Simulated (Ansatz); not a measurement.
Input and output for `[CH3][W](=[O])([OH])=[S]`.

```yaml
crystal:
  periodic: [false, false, false]
  atoms:
    - {symbol: C, position_ang: [-0.378842, -0.604179, -1.152862]}
    - {symbol: W, position_ang: [0.578812, 0.237914, 0.518500]}
    - {symbol: O, position_ang: [1.902967, -0.785407, 0.799286]}
    - {symbol: O, position_ang: [-0.622565, 0.245213, 1.954328]}
    - {symbol: S, position_ang: [1.222239, 2.171749, -0.109451]}
    - {symbol: H, position_ang: [-1.230904, 0.010968, -1.452783]}
    - {symbol: H, position_ang: [0.312467, -0.684585, -1.994298]}
    - {symbol: H, position_ang: [-0.723746, -1.608570, -0.885325]}
    - {symbol: H, position_ang: [-1.060438, 1.016896, 2.322604]}
basis:
  gaussian: {orbitals: LANL2DZ}
hamiltonian: {xc: {name: r2SCANh}}
output: {forces: true}
```

```sh
$ ansatz run in.yaml --threads 4 --pin off --events-out ev --progress --plain --max-ram 10444MiB
```

It prints (some lines left out):

```
Error: <dir> can't be read: No such file or directory (os error 2)
```
